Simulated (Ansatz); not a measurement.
Consider the ligand exchange at the Si–C bond: `[SiH3]C1=C[SiH2]O1` + `NC(N)S` → `NC(S)N[SiH3]` + `C1=C[SiH2]O1`.

Computed with Ansatz on PBE0-D4/def2-TZVP structures; ΔE is electronic, products minus reactants. CBS: MP2 limit from def2 TZ/QZ plus the TZ coupled-cluster correction, frozen cores. DFT in def2-TZVPP. HSE06 is defined as in plane-wave codes. Each species was taken in one conformer, which may not be the lowest.

| level | ΔE (kJ/mol) |
| --- | --- |
| revPBE-D4 | -41.3 |
| r2SCANh | -47.8 |
| HSE06 | -44.5 |
| HF/def2-SVP | -53.2 |

Problem. What does CCSD(T)/CBS give? (Estimate.)

Solution. The calculation gave: -47.5 kJ/mol. The listed levels differ from it by 6.2, -0.3, 3.0, -5.7 kJ/mol.

Largest T1 diagnostic among the species: 0.014.

From PBE to PBE0 (25 % exact exchange), in def2-TZVPP and without D4, ΔE moves by −4.3 kJ/mol. Leaving LDA and LC-ωPBE aside and taking each functional with its dispersion term where it has one, the values, not all of them listed here, spread over 10.7 kJ/mol, from BHLYP-D4 to revPBE-D4. LDA lies −6.9 kJ/mol from PBE without D4.
